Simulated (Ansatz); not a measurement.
Coupled-cluster diagnostics for RuO₂, Ansatz.

Geometry of the singlet (B3LYP-D4/def2-TZVP):

Cartesian coordinates in Å:
```
Ru -0.314 0.851 -0.759
O -0.069 -0.940 0.012
O 0.383 0.088 0.746
```

In the def2 sets Ru takes a core potential; there is no spin–orbit coupling. Correlated methods freeze 2 core orbitals; core or outer-core shells of Ru are correlated, in sets that lack core-valence functions. The structure holds 1 bond(s) between oxygen atoms. No other spin state of charge 0 was run. Another isomer (singlet) lies 4.01 eV lower at PBE0-D4/def2-TZVP; other spin states weren't run for this one.

Task: Estimate the CCSD(T) correlation energy, the shares of MP2 and (T), T1 and the reference's ⟨S²⟩ for: charge 0, singlet, own geometry in def2-TZVPP; and the rough time on 4 threads of Arm Neoverse V2 on a shared host.

Result: 
```
                          state       basis  correlation (eV)  MP2 share (%)  (T) share (%)     T1  ⟨S²⟩ (pure)  wall time                                    remarks
charge 0, singlet, own geometry  def2-TZVPP           -29.234           96.9            5.0  0.088  0.00 (0.00)    2.3 min  large T1 (0.088), restricted SCF unstable
```
Customary marks for T1 are 0.02 (closed shells), 0.045 (open shells) and about 0.05 (3d metals). T1 exceeds 0.02 in 1 of 1 rows and 0.045 in 1; the higher it lies, the less the single-reference result can be trusted.
